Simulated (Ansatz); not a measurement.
Consider the redistribution: `[SiH3][Sb]([SiH3])[Cl]` + `O[SiH](F)[SiH2]Cl` → `[SiH3][SbH][SiH3]` + `O[SiH](F)[SiH](Cl)Cl`.

Isolated molecules relaxed with PBE0-D4/def2-TZVP in Ansatz; ΔE leaves out vibrations. CCSD(T)/CBS is the MP2 limit (def2-TZVPP, def2-QZVPP) plus CCSD(T) − MP2 in def2-TZVPP, frozen cores. Functionals use def2-TZVPP. def2 core potentials past Kr. For Sb outer-core shells are correlated without core-valence functions, which leaves a few kJ/mol of doubt a bond. One conformer a species, not always the lowest.

```csv
level,ΔE (eV)
PBE-D4,-0.38
r2SCAN0-D4,-0.46
CAM-B3LYP-D4,-0.39
BLYP,-0.30
```

Q: What does CCSD(T)/CBS give? (Estimate.)

A: The calculation gave: -0.39 eV. The listed levels differ from it by 0.01, -0.07, 0.00, 0.09 eV.

Largest T1 diagnostic among the species: 0.013.

In def2-TZVPP, CCSD(T) changes the Hartree–Fock value by −0.10 eV (the triples alone add −0.01 eV) and MP2 by −0.14 eV. From PBE to PBE0 (25 % exact exchange), in def2-TZVPP and without D4, ΔE moves by −0.04 eV.
